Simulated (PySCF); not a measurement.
C3H7NOSi, SMILES [C@@H]([SiH2]O)(C#N)C.

Coordinates come from a B3LYP-D3(BJ)/def2-SVP optimisation. The structure was generated by enumeration; whether it is a known compound was not checked. Other conformers were not sampled.

Level of theory: ωB97X/def2-TZVP (PySCF).

Isolated molecule, no solvent.

Computed frontier levels, gap, dipole moment and polarisability:
The highest occupied level is -10.89 eV, the lowest empty level is 2.00 eV and the orbital gap is 12.89 eV. The dipole moment is 3.12 D. The quadrupole, principal values (traceless, Buckingham form, about the centre of nuclear charge) is -13.51, 4.87, 8.64 D·Å and the mean static polarisability is 66.0 bohr³ (9.78 Å³). The polarisability, principal values comes out as 56.4, 64.6, 77.0 bohr³.
